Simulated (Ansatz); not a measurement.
Question: Name a neutral molecule of B, C, In, N and H with LUMO energy (PBE0/def2-TZVPP) between -1.90 and -1.60 eV and HOMO–LUMO gap (B3LYP/def2-TZVPP) between 3.80 and 4.10 eV (Ansatz, PBE0-D4/def2-TZVP geometry).

Answer: `C#[C][In]1[BH][CH]1N` (-1.68 eV, 3.98 eV). Other molecules can fit too; these were computed, each in one conformer that needn't be the lowest.

B3LYP here is the variant with VWN-RPA as its local correlation; programs differ in this.
